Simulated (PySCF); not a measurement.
sulfur dioxide (O2S), singlet, geometry from GFN2-xTB; R2SCAN/STO-3G in PySCF.

PySCF was given this input:
```python
from pyscf import gto, scf, dft

mol = gto.M(
    atom='''
S     0.013936   -0.004006    0.377829
O    -0.033217    1.222429   -0.364198
O     0.005345   -1.214416   -0.391460
''',
    basis='sto-3g',
    charge=0,
    spin=0,
    verbose=4,
)

mf = dft.RKS(mol)
mf.xc = 'r2scan'
mf.kernel()
```

Question: Write the output that PySCF gives for this input, abridged.

Answer: 
```
PySCF version 2.14.0

[INPUT] verbose = 4
[INPUT] num. atoms = 3
[INPUT] num. electrons = 32
[INPUT] charge = 0
[INPUT] spin (= nelec alpha-beta = 2S) = 0
[INPUT] symmetry False subgroup None
[INPUT] Mole.unit = angstrom
[INPUT] Symbol           X                Y                Z      unit          X                Y                Z       unit  Magmom
[INPUT]  1 S      0.013936000000  -0.004006000000   0.377829000000 AA    0.026335223272  -0.007570242855   0.713993331918 Bohr   0.0
[INPUT]  2 O     -0.033217000000   1.222429000000  -0.364198000000 AA   -0.062771032680   2.310056016726  -0.688234475114 Bohr   0.0
[INPUT]  3 O      0.005345000000  -1.214416000000  -0.391460000000 AA    0.010100586136  -2.294913641290  -0.739752188722 Bohr   0.0

nuclear repulsion = 108.350867556858
number of shells = 11
number of NR pGTOs = 57
number of NR cGTOs = 19
basis = sto-3g
ecp = {}

******** <class 'pyscf.dft.rks.RKS'> ********
method = RKS
initial guess = minao
damping factor = 0
level_shift factor = 0
DIIS = <class 'pyscf.scf.diis.CDIIS'>
diis_start_cycle = 1
diis_space = 8
diis_damp = 0
SCF conv_tol = 1e-09
SCF conv_tol_grad = None
SCF max_cycles = 50
direct_scf = True
direct_scf_tol = 1e-13
XC library pyscf.dft.libxc version 7.1.2
    S. Lehtola, C. Steigemann, M. J. T. Oliveira, and M. A. L. Marques,  SoftwareX 7, 1–5 (2018)
XC functionals = r2scan
    J. W. Furness, A. D. Kaplan, J. Ning, J. P. Perdew, and J. Sun,  J. Phys. Chem. Lett. 11, 8208–8215 (2020)
    J. W. Furness, A. D. Kaplan, J. Ning, J. P. Perdew, and J. Sun,  J. Phys. Chem. Lett. 11, 9248–9248 (2020)
    J. W. Furness, A. D. Kaplan, J. Ning, J. P. Perdew, and J. Sun,  J. Phys. Chem. Lett. 11, 8208–8215 (2020)
    J. W. Furness, A. D. Kaplan, J. Ning, J. P. Perdew, and J. Sun,  J. Phys. Chem. Lett. 11, 9248–9248 (2020)
radial grids:
    Treutler-Ahlrichs [JCP 102, 346 (1995); DOI:10.1063/1.469408] (M4) radial grids

becke partition: Becke, JCP 88, 2547 (1988); DOI:10.1063/1.454033
pruning grids: <function nwchem_prune>
grids dens level: 3
symmetrized grids: False
atomic radii adjust function: <function treutler_atomic_radii_adjust>
small_rho_cutoff = 0
Set gradient conv threshold to 3.16228e-05
Initial guess from minao.
tot grids = 47048
init E= -542.635869402593
  HOMO = -0.294980690806722  LUMO = -0.121344235775888  gap/eV = 4.72489
cycle= 1 E= -541.555619296488  delta_E= 1.08  |g|= 0.933  |ddm|= 3.12
  HOMO = 0.0707625219939825  LUMO = 0.127699385518945  gap/eV = 1.54933
cycle= 2 E= -541.407446632763  delta_E= 0.148  |g|= 1.05  |ddm|= 3.24
  HOMO = -0.0820858727367391  LUMO = 0.0179750232658198  gap/eV = 2.72280
cycle= 3 E= -541.892294036525  delta_E= -0.485  |g|= 0.0248  |ddm|= 2.04
  HOMO = -0.0874288772326146  LUMO = 0.01000389382495  gap/eV = 2.65128
cycle= 4 E= -541.892532161802  delta_E= -0.000238  |g|= 0.00299  |ddm|= 0.0488
  HOMO = -0.0870230586806398  LUMO = 0.0102680896491772  gap/eV = 2.64743
cycle= 5 E= -541.892531022842  delta_E= 1.14e-06  |g|= 0.00387  |ddm|= 0.00646
  HOMO = -0.0870182532927122  LUMO = 0.0102706196589899  gap/eV = 2.64737
cycle= 6 E= -541.892535211369  delta_E= -4.19e-06  |g|= 0.000478  |ddm|= 0.00478
  HOMO = -0.0870046935896709  LUMO = 0.0102753609870113  gap/eV = 2.64713
cycle= 7 E= -541.892535280926  delta_E= -6.96e-08  |g|= 3.33e-05  |ddm|= 0.000601
  HOMO = -0.0870012274489752  LUMO = 0.0102777907451955  gap/eV = 2.64710
cycle= 8 E= -541.892535281325  delta_E= -3.99e-10  |g|= 2.01e-06  |ddm|= 4.66e-05
  HOMO = -0.087000761715097  LUMO = 0.0102780148408626  gap/eV = 2.64709
Extra cycle  E= -541.892535281325  delta_E= 5.68e-13  |g|= 3.11e-06  |ddm|= 7.57e-06
converged SCF energy = -541.892535281325
```
